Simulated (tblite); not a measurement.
Compound: C₇H₁₆P₂.
Cartesian coordinates in Å at the GFN2-xTB level; atoms count from 1:
```xyz
25
C7H16P2 angstrom
C      4.4996   -0.1702   -0.5645
C      3.3326    0.3996   -0.8197
P      1.7076   -0.3883   -0.5934
C      1.0062    0.8215    0.6297
C     -0.1999    0.1600    1.2806
P     -0.8762   -1.0962    0.0935
C     -2.3737   -1.6014    1.0620
C     -1.6469   -0.0137   -1.2051
C     -2.7045    0.9930   -0.7741
H      4.5629   -1.1586   -0.1376
H      5.4371    0.3225   -0.7696
H      3.2892    1.3836   -1.2751
H      2.1313   -1.3257    0.3513
H      1.7636    1.1219    1.3592
H      0.7072    1.7128    0.0682
H      0.1127   -0.4021    2.1667
H     -0.9553    0.8840    1.5971
H     -2.9013   -0.7490    1.4851
H     -3.0424   -2.1630    0.4123
H     -2.0499   -2.2572    1.8689
H     -2.0750   -0.7026   -1.9402
H     -0.8139    0.4979   -1.6970
H     -3.5877    0.4928   -0.3841
H     -2.3256    1.6732   -0.0146
H     -3.0086    1.5894   -1.6332
```

All values are computed: GFN2-xTB (tblite) harmonic vibrations without scaling, gas phase. Errors from tens to a few hundred cm⁻¹ against measured bands are possible. Modes of hydrogen on phosphorus can be 10 to 20 % off. One conformer, not necessarily the lowest.

Harmonic wavenumbers (cm⁻¹): 36.6, 48.5, 70.9, 102.3, 127.1, 133.5, 166.2, 183.0, 216.2, 232.7, 251.0, 260.9, 343.2, 364.5, 411.0, 541.0, 642.4, 674.8, 696.1, 704.2, 710.8, 735.0, 770.0, 794.1, 859.3, 862.5, 866.7, 888.6, 925.0, 1000.8, 1008.2, 1015.2, 1018.4, 1045.8, 1063.9, 1074.7, 1139.8, 1227.5, 1231.4, 1236.4, 1244.1, 1276.4, 1315.8, 1398.9, 1406.1, 1439.3, 1442.3, 1448.6, 1454.6, 1461.5, 1503.1, 1509.7, 1654.0, 2275.2, 2917.6, 2928.8, 2932.9, 2938.0, 2942.6, 2945.9, 2996.9, 3005.5, 3011.3, 3012.0, 3012.5, 3031.4, 3039.1, 3078.7, 3102.3.

A = 2390, B = 565.0, C = 532.9 MHz; mass 162.073 u (most abundant isotopes); point group C1, symmetry number 1.

Question: What is the zero-point energy?

Answer: ½Σν̃ = 45703 cm⁻¹ = 546.73 kJ/mol.

Question: Entropy at 298.15 K, 1 bar (ideal gas, RRHO, classical rotation)?

Answer: Translation 172.31, rotation 127.53, vibration 182.37: S = 482.2 J/(mol K).

Question: And Cp and H(298.15 K) − H(0)?

Answer: Cp = 208.64 J/(mol K), of which vibrations give 175.39 (their classical limit is 69 R = 573.7); H(298.15 K) − H(0) = 37.58 kJ/mol without the zero-point energy, 27.67 from vibrations.

Question: Blend soft modes into free rotors: weight 1/[1 + (100 cm⁻¹/ν̃)⁴] for the oscillator and the rest for a rotor with moment μB/(μ + B), μ = h/(8π²ν), B = 10⁻⁴⁴ kg m². What vibrational entropy results?

Answer: 165.73 J/(mol K) in place of 182.37, which changes −T·S at 298.15 K by +4.96 kJ/mol.

Question: How do the functions run with temperature in this model?

Answer: 
| T (K) | S (J/(mol K)) | Cp (J/(mol K)) | H − H(0) (kJ/mol) | G − H(0) (kJ/mol) | ln q(vib) |
| --- | --- | --- | --- | --- | --- |
| 50 | 263.3 | 68.5 | 2.40 | -10.76 | 0.97 |
| 100 | 322.3 | 104.0 | 6.76 | -25.47 | 2.94 |
| 373.15 | 533.5 | 249.2 | 54.77 | -144.29 | 13.55 |
| 500 | 615.0 | 308.8 | 90.30 | -217.20 | 18.12 |
| 750 | 757.4 | 393.0 | 178.79 | -389.24 | 26.67 |
| 1000 | 878.6 | 449.4 | 284.51 | -594.13 | 34.55 |

q(vib) and H(0) count from the zero-point level.

Question: What must be added to the electronic energy to get the Gibbs energy at 298.15 K and 1 bar?

Answer: ZPE + [H(298.15 K) − H(0)] − T·S = 546.73 + 37.58 − 143.77 = 440.54 kJ/mol.

Hindered rotation and anharmonicity are outside this model. Other conformers, if any are populated, would add a mixing term that is left out. The structure is chiral; the term R ln 2 for an equal mix with its mirror image is left out.
